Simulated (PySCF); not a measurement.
C$_{2}$H$_{2}$Cl (SMILES [CH]=CCl), doublet, at a GFN2-xTB geometry. Base run: PBE/3-21G in PySCF.

Geometry (Å):
```xyz
5

C     -0.1581     0.8495     0.0002
C      0.9726     1.4282     0.0154
Cl    -0.3399    -0.9574    -0.0065
H     -1.1341     1.3008    -0.0104
H      2.0257     1.3090     0.0278
```
Charge 0, spin multiplicity 2.
Orbitals are unrestricted.
All else is at PySCF's defaults.
Base energy -534.55594 Eh.

Each row names what was changed in the base input (with any setting that the change needs).

```
change                                                                            ΔE vs base (mEh)  SCF cycles  <S^2>        outcome
--------------------------------------------------------------------------------  ----------------  ----------  -----  -------------
base                                                                                         0.000          10  0.758      converged
init_guess = sap                                                                                 -          50      -  not converged
init_guess = vsap                                                                            0.000          11  0.758      converged
conv_tol = 1e-12                                                                             0.000          12  0.758      converged
conv_tol = 1e-7                                                                              0.000           9  0.758      converged
conv_tol = 1e-11                                                                             0.000          12  0.758      converged
conv_tol = 1e-4                                                                              0.024           6  0.757      converged
diis_space = 20                                                                              0.000          10  0.758      converged
conv_tol = 1e-6                                                                              0.000           8  0.758      converged
init_guess = atom                                                                            0.000          11  0.758      converged
conv_tol_grad = 1e-7                                                                         0.000          14  0.758      converged
diis = off; damp = 0.3 (with mf.diis_start_cycle = 200; with mf.max_cycle = 150)                 -         150      -  not converged
level_shift = 1.0 (with mf.max_cycle = 100)                                                  0.000          39  0.758      converged
```

Open shells are given as the SCF converged; they aren't shown to be the lowest states, and a large step between rows can be another state.
